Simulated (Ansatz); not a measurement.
System: CH4BS2, net charge 0, doublet state. It need not be the lowest isomer of its formula. 
Structure (B3LYP-D3(BJ)/def2-TZVP (Ansatz, a first-principles code) minimum search):
```xyz
8

C     -1.6157    -0.2397     0.9688
B     -0.3243    -0.0528     0.1974
S     -0.1751     1.4348    -0.8318
S      1.0501    -1.2346     0.2619
H     -2.4308     0.4742     0.9223
H     -1.8009    -1.0939     1.6101
H      1.0591     1.2305    -1.3235
H      0.4880    -2.1133     1.1090
```
Charge 0, spin multiplicity 2.

Total electronic energies in hartree. Cores are frozen in the correlated levels unless marked. Open shells are spin-unrestricted. Spin-orbit coupling is left out. Non-relativistic unless marked X2C. Basis-set limits of correlation are two-point, X^-3; Hartree-Fock from the larger set.

```json
[
 {"level": "HF/6-31G", "program": "Ansatz", "energy (Eh)": "-859.83494"},
 {"level": "HF/aug-cc-pV(Q+d)Z", "program": "Ansatz", "energy (Eh)": "-860.04646"},
 {"level": "RI-HF/cc-pV(T+d)Z", "program": "Ansatz", "energy (Eh)": "-860.03516"},
 {"level": "PBE-D4/def2-TZVPD", "program": "Ansatz + dftd4", "energy (Eh)": "-861.37444"},
 {"level": "BLYP-D4/def2-TZVPD", "program": "Ansatz + dftd4", "energy (Eh)": "-861.78302"},
 {"level": "revPBE-D3(BJ)/def2-TZVPD", "program": "Ansatz + dftd3", "energy (Eh)": "(withheld)"},
 {"level": "B3LYP-D4/def2-TZVPD", "program": "Ansatz + dftd4", "energy (Eh)": "(withheld)"},
 {"level": "PBE0/STO-3G", "program": "Ansatz", "energy (Eh)": "-851.81630"},
 {"level": "PBE0/def2-TZVPD", "program": "Ansatz", "energy (Eh)": "-861.44555"},
 {"level": "r2SCANh-D4/def2-TZVPD", "program": "Ansatz + dftd4", "energy (Eh)": "-861.71218"},
 {"level": "r2SCAN0/def2-TZVPD", "program": "Ansatz", "energy (Eh)": "-861.70279"},
 {"level": "HSE06-D4/def2-TZVPD", "program": "Ansatz + dftd4", "energy (Eh)": "-861.43217"},
 {"level": "CAM-B3LYP/def2-TZVPD", "program": "Ansatz", "energy (Eh)": "-861.78414"},
 {"level": "B2GP-PLYP/def2-TZVPD", "program": "Ansatz", "energy (Eh)": "(withheld)"},
 {"level": "B2PLYP-D4/def2-TZVPD", "program": "Ansatz + dftd4", "energy (Eh)": "-861.48865"},
 {"level": "MP2/cc-pV(Q+d)Z", "program": "Ansatz", "energy (Eh)": "-860.68720"},
 {"level": "MP2/CBS(aug-cc-pV(T+d)Z,aug-cc-pV(Q+d)Z)", "program": "Ansatz", "energy (Eh)": "-860.7221"},
 {"level": "SCS-MP2/aug-cc-pV(D+d)Z", "program": "Ansatz", "energy (Eh)": "-860.48486"},
 {"level": "CCSD/cc-pV(T+d)Z", "program": "Ansatz", "energy (Eh)": "-860.68464"},
 {"level": "CCSD(T)/aug-cc-pV(D+d)Z", "program": "Ansatz", "energy (Eh)": "-860.56857"},
 {"level": "X2C-CCSD(T)/cc-pVTZ-DK", "program": "Ansatz", "energy (Eh)": "-862.89195"},
 {"level": "CCSD(T) with core electrons (1s frozen past Ne)/cc-pwCVTZ", "program": "Ansatz", "energy (Eh)": "-861.35360"},
 {"level": "CCSD(T)/CBS(aug-cc-pV(T+d)Z,aug-cc-pV(Q+d)Z)", "program": "Ansatz", "energy (Eh)": "-860.7989"}
]
```

Q: Fill in the missing entries.

A: 
- revPBE-D3(BJ)/def2-TZVPD, energy (Eh): -861.66438
- B3LYP-D4/def2-TZVPD, energy (Eh): -861.86177
- B2GP-PLYP/def2-TZVPD, energy (Eh): -861.37845
